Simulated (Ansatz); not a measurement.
Harmonic frequencies (cm⁻¹) at PBE0-D4/def2-TZVP from Ansatz: 51, 99, 130, 186, 194, 280, 449, 454, 536, 574, 638, 687, 719, 730, 1118, 1177, 1196, 1476, 1492, 1496, 1957, 2001, 2145, 2984, 3038, 3088, 3462.

Each molecule was computed in one conformer, which needn't be the lowest.

(1) Which molecule is it?
A. `C[NH][SnH]([F])[Cl]`
B. `C=[CH][SnH]([CH3])[F]`
C. `[CH3][Sn]([OH])([F])[Cl]`
D. `C#[C][SnH2][O]C`

Answers

(1) D.
